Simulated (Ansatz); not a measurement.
`CC[Si](N)(O)Cl`. Charge 0, multiplicity 1. The geometry is a stationary point of PBE0-D4/def2-TZVP. It is one conformer, not always the lowest.

```xyz
14

C    -1.805   -0.221   -0.291
C    -0.496   -0.122   -1.071
Si    0.963    0.315   -0.011
N     1.338   -0.719    1.291
O     0.653    1.823    0.550
Cl    2.662    0.273   -1.188
H    -2.641   -0.479   -0.946
H    -1.751   -0.992    0.483
H    -2.047    0.724    0.199
H    -0.272   -1.068   -1.574
H    -0.575    0.633   -1.861
H     0.695   -0.871    2.050
H     1.994   -1.473    1.186
H     1.280    2.176    1.184
```

**Question.** What is the dipole moment at B3LYP/def2-TZVPP? (Estimate.)

**Answer.** Ansatz gave: 2.32 D, with components (-0.82, -1.17, 1.83) D in this frame, pointing from negative to positive charge.

**Question.** And with PBE, r2SCAN, ωB97M-V? (An estimate is asked.)

**Answer.** Ansatz gave: PBE 2.29 D, r2SCAN 2.35 D, ωB97M-V 2.32 D.

**Question.** Give the Mulliken charges with B3LYP, r2SCAN, ωB97M-V in def2-TZVPP. (Best estimate.)

**Answer.** Computed: 
| atom | B3LYP | r2SCAN | ωB97M-V |
| --- | --- | --- | --- |
| C1 | -0.27 | -0.15 | -0.33 |
| C2 | -0.21 | -0.17 | -0.30 |
| Si3 | 0.67 | 0.70 | 0.64 |
| N4 | -0.40 | -0.46 | -0.36 |
| O5 | -0.39 | -0.41 | -0.37 |
| Cl6 | -0.28 | -0.28 | -0.24 |
| H7 | 0.09 | 0.05 | 0.11 |
| H8 | 0.07 | 0.03 | 0.09 |
| H9 | 0.10 | 0.07 | 0.12 |
| H10 | 0.07 | 0.04 | 0.10 |
| H11 | 0.08 | 0.05 | 0.11 |
| H12 | 0.14 | 0.16 | 0.12 |
| H13 | 0.15 | 0.17 | 0.13 |
| H14 | 0.19 | 0.20 | 0.18 |

B3LYP here is the variant with VWN-RPA as its local correlation; programs differ in this.
